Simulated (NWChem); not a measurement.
Species: CH$_{6}$CuN; SMILES [CH3][Cu]<-[NH3]

```xyz
9

Cu     0.0000     0.0000     0.0859
C      0.0000     0.0000     1.9350
H      0.6346     0.7918     2.3650
H      0.3684    -0.9454     2.3650
H     -1.0030     0.1537     2.3650
N      0.0000     0.0000    -1.8195
H      0.1053    -0.9403    -2.2108
H      0.7616     0.5614    -2.2108
H     -0.8670     0.3789    -2.2108
```
Atoms are numbered in this order, from 1.

Program: NWChem. Pople sets run with spherical d functions. Coordinates come from a B3LYP/6-31G* (spherical d) optimisation. Vzz is the largest principal value of the second derivative of the potential at the nucleus (NWChem prints the opposite sign); η is the asymmetry. Non-relativistic.

```tsv
level	Vzz Cu1 (a.u.)	η Cu1	Vzz N6 (a.u.)	η N6
CAM-B3LYP/6-31G*	?	0.00	?	0.00
CAM-B3LYP/def2-TZVP	-1.183	0.00	-0.676	0.00
Hartree-Fock/cc-pVTZ	-1.932	0.00	-0.774	0.00
Hartree-Fock/def2-SVP	-0.986	0.00	-0.793	0.00
```

Question: What belongs in the gaps?

Answer: 
- CAM-B3LYP/6-31G*, Vzz Cu1 (a.u.): 0.669
- CAM-B3LYP/6-31G*, Vzz N6 (a.u.): -0.662
